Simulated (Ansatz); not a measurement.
B2H5NOSi, SMILES `O[SiH]1BNB1`, 10 atoms. Charge 0, multiplicity 1. All runs use 2 threads of an Arm Neoverse V2 on a shared host. Correlated methods freeze the cores.

Question: How many basis functions does each run have, and how long does it take in Ansatz? RKS B3LYP-D4/def2-TZVPP energy and forces; RKS PBE0-D4/def2-TZVP relaxation (21 steps); RKS PBE0-D4/def2-TZVP frequencies; RKS PBE0-D4/def2-TZVPP energy; RKS ωB97M-V/def2-QZVPP energy; RKS PBE0-D4/def2-QZVPP energy; direct RPA on PBE orbitals/def2-TZVPP energy; RKS PBE0-D4/def2-SVP energy; RKS ωB97M-V/def2-SVP energy; RHF-CCSD(T)/def2-TZVPP energy; RHF-MP2/def2-QZVPP energy; RKS PBE-QIDH (frozen core)/def2-TZVPP energy. (Best estimate.)

Answer: Ansatz gave: Other jobs shared the machine, so times are rough.

```tsv
level	job	functions	wall time	peak host memory (GiB)
RKS PBE0-D4/def2-SVP	energy	99	1.4 s	0.19
RKS PBE0-D4/def2-TZVPP	energy	236	4 s	0.49
RKS ωB97M-V/def2-SVP	energy	99	6 s	0.28
RKS B3LYP-D4/def2-TZVPP	energy and forces	236	6.5 s	0.59
direct RPA on PBE orbitals/def2-TZVPP	energy	236	7.5 s	0.52
RKS PBE-QIDH (frozen core)/def2-TZVPP	energy	236	8 s	0.57
RKS PBE0-D4/def2-QZVPP	energy	448	12 s	1.3
RKS ωB97M-V/def2-QZVPP	energy	448	27 s	1.6
RHF-MP2/def2-QZVPP	energy	448	28 s	2.5
RKS PBE0-D4/def2-TZVP	relaxation (21 steps)	191	93 s	0.44
RKS PBE0-D4/def2-TZVP	frequencies	191	2.9 min	0.44
RHF-CCSD(T)/def2-TZVPP	energy	236	9 min	1.9
```

B3LYP here is the variant with VWN-RPA as its local correlation; programs differ in this.
